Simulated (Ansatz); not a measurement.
Species: C$_{3}$H$_{8}$ClSi, net charge 0, doublet state. It need not be the lowest isomer of its formula. SMILES: [CH2][Si](C)(C)Cl
Geometry from a B3LYP-D3(BJ)/def2-TZVP (Ansatz, an electronic-structure program) optimisation:
```xyz
13

Si    -0.0644     0.1079    -0.3387
Cl     0.1488    -0.6026     1.6240
C     -1.6842    -0.4893    -0.9697
C      1.3491    -0.5981    -1.3284
C     -0.0176     1.9696    -0.2504
H     -1.8047    -1.4527    -1.4531
H     -2.6085     0.0577    -0.8190
H      1.3107    -1.6887    -1.3385
H      2.3079    -0.2978    -0.9025
H      1.3066    -0.2450    -2.3616
H     -0.1023     2.4023    -1.2502
H     -0.8395     2.3513     0.3576
H      0.9185     2.3127     0.1935
```
Charge 0, spin multiplicity 2.

Atomisation energy built up term by term with Ansatz (kcal/mol; UHF references for open shells; valence terms freeze the core; atomic spin-orbit terms are left out). CBS(X,Y): correlation extrapolated as X^-3; Hartree-Fock from the larger set.

| term | basis | kcal/mol |
|---|---|---|
| Hartree-Fock | cc-pV(Q+d)Z | 887.21 |
| CCSD correlation | CBS(cc-pV(T+d)Z,cc-pV(Q+d)Z) | 249.09 |
| (T) | CBS(cc-pV(T+d)Z,cc-pV(Q+d)Z) | 14.36 |
| core correlation | cc-pwCVTZ | 3.58 |
| scalar relativity (X2C) | cc-pVTZ-DK against cc-pVTZ | -1.48 |
| sum: De |  | 1152.8 |

(T) makes 1.2 % of the CCSD(T) atomisation energy; under 5 % is typical of single-reference molecules.
